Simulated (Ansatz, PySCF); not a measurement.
Species: C5H3O2, net charge 0, doublet state. It need not be the lowest isomer of its formula. SMILES: c1(o[c]cc1)C=O
Structure (B3LYP-D3(BJ)/def2-TZVP (Ansatz, a program for electronic structure) minimum search):
```xyz
10

C     -1.9738     0.2270     0.2616
C     -1.6109    -1.0853     0.2872
O     -0.3254    -1.2972     0.1205
C      0.2487    -0.0316    -0.0328
C     -0.7404     0.9101     0.0503
C      1.6807     0.0231    -0.2353
O      2.2930     1.0585    -0.3806
H     -2.9591     0.6405     0.3748
H     -0.5884     1.9735    -0.0325
H      2.1817    -0.9634    -0.2479
```
Charge 0, spin multiplicity 2.

Quantity: atomisation energy (electronic, to ground-state atoms), in kcal/mol. Valence correlation only, unless marked. UHF or UKS for open shells. No spin-orbit coupling. No relativistic terms. The coupled-cluster limit lacks core correlation, which all-electron functionals hold. Basis-set limits of correlation are two-point, X^-3; Hartree-Fock from the larger set. [CCSD(T)-MP2]/basis is that difference in the basis named.

The UHF reference is spin-contaminated (<S^2> 0.57 over the pure value in the largest basis). 

```
level                                                     program  atomisation energy (kcal/mol)
-------------------------------------------------  --------------  -----------------------------
HF-D3(BJ)/def2-TZVPD                                PySCF + dftd3                          824.7
BLYP/def2-TZVPD                                            Ansatz                         1135.2
revPBE/def2-TZVPD                                          Ansatz                         1139.5
PBE0-D3(BJ)/def2-TZVPD                             Ansatz + dftd3                         1154.5
LC-wPBE-D4/def2-TZVPD                              Ansatz + dftd4                              ?
B2PLYP-D3(BJ)/def2-TZVPD                           Ansatz + dftd3                              ?
RI-MP2/CBS(cc-pVTZ,cc-pVQZ)+[CCSD(T)-MP2]/cc-pVTZ          Ansatz                              ?
```

Task: Some entries are withheld; supply them.

Result: 
- LC-wPBE-D4/def2-TZVPD, atomisation energy (kcal/mol): 1147.3
- B2PLYP-D3(BJ)/def2-TZVPD, atomisation energy (kcal/mol): 1126.6
- RI-MP2/CBS(cc-pVTZ,cc-pVQZ)+[CCSD(T)-MP2]/cc-pVTZ, atomisation energy (kcal/mol): 1124.8
